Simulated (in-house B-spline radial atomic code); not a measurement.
K⁸⁺. Computed with a B-spline radial atomic code. Model: all-electron spherical atom, spin shells full or empty, radial basis limit, no spin-orbit coupling, Breit or QED, empty-state partial waves extrapolated as (l+1/2)^-4, RPA, G0W0 and static COHSEX of the highest shell as one setting changes (uncorrelated shells keep exact exchange).

Given: element K; charge 8; filled core Ne; hamiltonian one-electron scalar X2C; mean-field start Hartree-Fock; highest l of empty states 9; nuclear rms radius 3.4349 fm; highest mean-field shell 3s up.

Shell: 3s 1 0 (electrons up and down).

```json
{"natural log step of frequency grid": "0.25", "RPA correlation energy (hartree)": "-0.63139", "G0W0 level (eV)": "-176.89", "G0W0 minus most complete (meV)": "0", "RPA minus most complete (millihartree)": "0", "linearised minus solved G0W0 (meV)": "0.3"}
{"natural log step of frequency grid": "0.4", "RPA correlation energy (hartree)": "-0.63139", "G0W0 level (eV)": "-176.89", "G0W0 minus most complete (meV)": "0", "RPA minus most complete (millihartree)": "0", "linearised minus solved G0W0 (meV)": "0.3"}
{"natural log step of frequency grid": "0.6", "RPA correlation energy (hartree)": "?", "G0W0 level (eV)": "?", "G0W0 minus most complete (meV)": "?", "RPA minus most complete (millihartree)": "?", "linearised minus solved G0W0 (meV)": "?"}
{"natural log step of frequency grid": "0.9", "RPA correlation energy (hartree)": "-0.63139", "G0W0 level (eV)": "-176.88", "G0W0 minus most complete (meV)": "0.2", "RPA minus most complete (millihartree)": "0", "linearised minus solved G0W0 (meV)": "0.3"}
{"natural log step of frequency grid": "1.3", "RPA correlation energy (hartree)": "-0.63096", "G0W0 level (eV)": "-176.88", "G0W0 minus most complete (meV)": "4.9", "RPA minus most complete (millihartree)": "0.4", "linearised minus solved G0W0 (meV)": "0.3"}
{"natural log step of frequency grid": "1.8", "RPA correlation energy (hartree)": "?", "G0W0 level (eV)": "?", "G0W0 minus most complete (meV)": "?", "RPA minus most complete (millihartree)": "?", "linearised minus solved G0W0 (meV)": "?"}
{"natural log step of frequency grid": "2.5", "RPA correlation energy (hartree)": "-0.59741", "G0W0 level (eV)": "-176.88", "G0W0 minus most complete (meV)": "6.4", "RPA minus most complete (millihartree)": "34", "linearised minus solved G0W0 (meV)": "0.2"}
{"natural log step of frequency grid": "3.5", "RPA correlation energy (hartree)": "-0.5444", "G0W0 level (eV)": "-176.48", "G0W0 minus most complete (meV)": "407.4", "RPA minus most complete (millihartree)": "87", "linearised minus solved G0W0 (meV)": "0.4"}
```

(1) What follows for natural log step of frequency grid = 1.8?

(2) What follows for natural log step of frequency grid = 0.6?

Results:

(1) RPA correlation energy -0.63369 hartree; G0W0 level -176.89 eV; G0W0 minus most complete -7.8 meV; RPA minus most complete -2.3 millihartree; linearised minus solved G0W0 0.2 meV.

(2) RPA correlation energy -0.6314 hartree; G0W0 level -176.89 eV; G0W0 minus most complete 0.2 meV; RPA minus most complete 0 millihartree; linearised minus solved G0W0 0.3 meV.
